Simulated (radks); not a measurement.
Removal energies from the promethium ion Pm10+, [Kr] 4d10 4f1 5s2 5p2, by Delta-SCF beside the eigenvalue of the level emptied. All-electron calculation, scalar-relativistic Kohn-Sham, PBEsol, spin-polarised, spherical densities, finite nucleus; Fermi nuclear charge, rms radius of each element as measured or else 0.836 A^(1/3) + 0.57 fm. Program: a radial shooting solver on a logarithmic mesh with Libxc functionals. Open shells are filled with parallel spins first.

removed from    final configuration  Delta-SCF (eV)  -eigenvalue (eV)
5p            [Kr] 4d10 4f1 5s2 5p1          169.58            161.56
4f                [Kr] 4d10 5s2 5p2          184.82            170.92
5s            [Kr] 4d10 4f1 5s1 5p2          192.36            184.11
4d             [Kr] 4d9 4f1 5s2 5p2          311.12            296.45
